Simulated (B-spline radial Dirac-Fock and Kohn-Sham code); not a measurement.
**Cr⁺: eigenvalues, ΔSCF and the reference**

System: chromium as Cr⁺ in the configuration [Ar] 3d5.

The density-functional columns are spherical, spin-unpolarised Dirac-Kohn-Sham results without Breit or QED terms: −ε is minus the orbital energy of the initial state and ΔSCF the difference of two total energies. The reference in the last column comes from multi-electron Dirac-Fock with separately optimised hole states, Breit and Lamb-shift corrections added in first order. All numbers are from a radial B-spline solver, in eV; a selection of levels is shown.

```csv
level,PBE −ε,PBE ΔSCF,LDA −ε,LDA ΔSCF,Dirac-Fock
K,5886.9,6028.1,5872.7,6013.5,6003.8
L1,673.8,695.2,672.1,693.7,712.5
L2,573.1,599.0,572.8,598.7,598.2
L3,564.5,590.0,564.1,589.7,589.8
M1,80.97,88.51,80.62,88.18,94.37
M2,53.14,60.48,53.13,60.48,60.88
M3,52.13,59.44,52.11,59.43,59.90
"M4,5",9.87,16.05,10.16,16.35,13.47
```

**Question.** Order the estimates of the K (1s) level by their distance from the Dirac-Fock value, nearest first.
A. LDA ΔSCF
B. PBE −ε
C. PBE ΔSCF
D. LDA −ε

**Answer.** A (9.7 eV), C (24.4 eV), B (116.9 eV), D (131.1 eV).

Values without a named source are computed, but for edge energies of neutral atoms, which are taken from tables.
